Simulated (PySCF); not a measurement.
C₃H₉BO, SMILES CCBOC.

Geometry optimised at r2SCAN-D4/def2-SVP. The structure was generated by enumeration, and PubChem lists no compound with its InChIKey, so it may never have been made. The values are those of a single conformer.

Method: TDDFT-M06-2X/def2-SVPD run with PySCF.

Vertical excitations. The molecule is in vacuum. State labels are in the subgroup Cs.

```csv
state,symmetry,energy (eV),λ (nm),f,main pairs
S1,A",6.26,198,0.001,HOMO→LUMO+1 93 %
S2,A',7.68,161,0.005,HOMO→LUMO 92 %
S3,A',8.37,148,0.132,HOMO−1→LUMO+1 91 %
S4,A",8.40,148,0.012,HOMO−3→LUMO+1 82 %
S5,A',8.46,147,0.006,HOMO→LUMO+3 87 %
S6,A',8.64,143,0.028,HOMO→LUMO+2 90 %
S7,A",8.68,143,0.006,HOMO−1→LUMO 84 %
S8,A',9.05,137,0.041,HOMO−2→LUMO+1 91 %
S9,A",9.14,136,0.001,"HOMO→LUMO+5 70 %, HOMO−2→LUMO 14 %"
S10,A",9.19,135,0.002,"HOMO−2→LUMO 48 %, HOMO→LUMO+5 19 %, HOMO−2→LUMO+3 10 %, HOMO−1→LUMO+3 8 %"
T1,A",5.92,209,0,HOMO→LUMO+1 91 %
T2,A',6.98,178,0,HOMO−1→LUMO+1 80 %
T3,A',7.61,163,0,HOMO→LUMO 91 %
T4,A",7.96,156,0,"HOMO−3→LUMO+1 59 %, HOMO−4→LUMO+1 23 %"
```
Triplets are in the Tamm–Dancoff approximation, which puts them higher than full response would, so one can lie above its singlet here.
